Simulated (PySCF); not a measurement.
FGe, charge +1, multiplicity 1.

```xyz
2

F      0.0000     0.0000    -1.3090
Ge     0.0000     0.0000     0.3682
```
Charge +1, spin multiplicity 1.

The structure is a stationary point at PBE0-D3(BJ)/def2-TZVPD. The spin state was assumed, not searched.

These are PBE0/pcSseg-2 in PySCF values and carry that method's errors. Non-relativistic, no solvent.

Give the absolute GIAO shielding of each atom: isotropic value and principal components (ppm). (Estimate from the structure and the level; the computed values follow.)


```
atom  σ(iso)     σ11     σ22     σ33    span
----  ------  ------  ------  ------  ------
F1     -23.6  -279.6  -279.6   488.3   767.9
Ge2   1655.5  1106.6  1106.6  2753.3  1646.6
```
